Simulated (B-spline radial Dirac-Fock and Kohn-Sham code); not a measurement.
Z = 23 (vanadium), transition energy 14.5 keV. The computed values come from a radial atomic solver: a Dirac-Hartree-Slater potential of the neutral atom with a Latter tail (no hole, which puts coefficients of high multipoles low close above an edge), finite nucleus with surface currents. Subshells that would emit electrons below 1 keV are left out.

Question: A pure transition shows α(K) = 396, L1/L2 = 0.964 and L1/L3 = 0.530. What is its multipolarity?
A. M1
B. E3
C. E2
D. E4
E. M3
F. M4
G. E1
H. M2

Answer: C. For comparison, α(K), L1/L2, L1/L3 are E1 9.55, 9.41, 5.03; E3 13000, 0.137, 0.0767; E4 417000, 0.0256, 0.0144; M1 4.57, 17.7, 41.6; M2 284, 10.8, 4.48; M3 11900, 6.97, 1.01; M4 472000, 4.98, 0.450.
